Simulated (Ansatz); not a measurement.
`S[SiH2][SeH]` + `O[SiH3]` → `[SiH3]O[SiH2]S` + H₂Se  (ligand exchange at the Si–Se bond)

Program: Ansatz. Geometries: PBE0-D4/def2-TZVP. ΔE: electronic, gas phase. CBS: MP2 limit from def2 TZ/QZ plus the TZ coupled-cluster correction, frozen cores. DFT in def2-TZVPP. For Se outer-core shells are correlated without core-valence functions, which leaves a few kJ/mol of doubt a bond. Scalar relativity is left out up to krypton. Each species was taken in one conformer, which may not be the lowest.

| species | r2SCANh energy (Eh) |
| --- | --- |
| `S[SiH2][SeH]` | -3091.64755 |
| `O[SiH3]` | -367.12516 |
| `[SiH3]O[SiH2]S` | -1056.05987 |
| H₂Se | -2402.73284 |

Work out ΔE.

ΔE = (-1056.05987) + (-2402.73284) − (-3091.64755) − (-367.12516) = -0.02000 Eh = -12.6 kcal/mol. CCSD(T)/CBS gives -13.0 kcal/mol.

Largest T1 diagnostic among the species: 0.011.

From PBE to PBE0 (25 % exact exchange), in def2-TZVPP and without D4, ΔE moves by −1.0 kcal/mol. At CCSD(T), def2-SVP lies −1.8 kcal/mol from the extrapolated value and def2-TZVPP −1.1 kcal/mol.
